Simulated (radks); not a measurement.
Species: La X. Configuration: [Kr] 4d10 5s2.

All-electron calculation, non-relativistic Kohn-Sham, LB94 model potential, spin-polarised, spherical densities, point nucleus; relativity is left out, which matters for an element this heavy. Program: a radial shooting solver on a logarithmic mesh with Libxc functionals.

Energy parts (hartree):
part                   energy
kinetic             8220.9009
electron-nucleus  -19220.8941
Hartree             2989.1346
(The LB94 potential has no energy functional, so no total or exchange-correlation energy is given.)

Orbitals (lengths in bohr, moments of r in powers of bohr; <r^-3> diverges for s and p1/2; r(max) is where P^2 peaks):
orbital,occ.,eigenvalue (hartree),<r^-3>,<1/r>,r(max)
1s,2,-1367.253,-,56.50,0.01765
2s,2,-216.2301,-,13.04,0.09713
2p,6,-204.7658,6223,13.07,0.07575
3s,2,-50.35169,-,4.816,0.2745
3p,6,-45.36313,1204,4.754,0.2612
3d,10,-36.04380,200.6,4.641,0.2106
4s,2,-13.82372,-,2.032,0.6351
4p,6,-11.98361,258.1,1.944,0.6462
4d,10,-8.75558,36.16,1.753,0.6674
5s,2,-5.57058,-,0.9410,1.367

The highest occupied level is 5s at -151.58 eV. Summed over all electrons, <r^2> = 17.13 bohr^2, which gives a Langevin (diamagnetic) susceptibility term of -13.6 x 10^-6 cm^3/mol. The density falls to 0.001 e/bohr^3 at r = 2.60 bohr. For comparison, the ionisation energy in NIST's Atomic Spectra Database is 151 eV (semi-empirical). In exact Kohn-Sham theory the highest level is minus the ionisation energy, but local and semilocal functionals leave it too shallow, through self-interaction and a potential that decays too fast; potentials with the right tail come closer.
